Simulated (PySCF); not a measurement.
C2H3O3, charge -1, multiplicity 1.

```xyz
8

C      0.0205     1.7834     0.0000
O      0.7238     0.5662     0.0000
C     -0.0614    -0.6682     0.0000
O      0.6669    -1.6693     0.0000
O     -1.2998    -0.5262     0.0000
H     -1.0638     1.5914     0.0000
H      0.2910     2.3759     0.8960
H      0.2910     2.3759    -0.8960
```
Charge -1, spin multiplicity 1.

Geometry optimised at TPSSh-D3(BJ)/def2-SVPD. The geometry has at least one imaginary mode, so it is a saddle point at that level. The multiplicity is an assumed one; other spin states were not compared. The isomer is the one that the SMILES or the coordinates give; other isomers of the formula were not compared.

Calculation: B3LYP/pcSseg-1 in PySCF. Non-relativistic, no solvent.

### Question
Give the absolute GIAO shielding of each atom: isotropic value and principal components (ppm). (An estimate is asked for; the answer gives what the named calculation found.)

### Answer

```tsv
atom	σ(iso)	σ11	σ22	σ33	span
C1	127.2	95.1	109.0	177.5	82.4
O2	186.3	51.4	185.6	321.9	270.6
C3	20.0	-78.9	27.8	111.2	190.1
O4	85.3	-51.3	50.4	256.6	307.9
O5	115.1	-37.4	77.4	305.5	342.8
H6	26.3	23.5	26.9	28.4	4.9
H7	28.6	24.1	27.0	34.7	10.6
H8	28.6	24.1	27.0	34.7	10.6
```
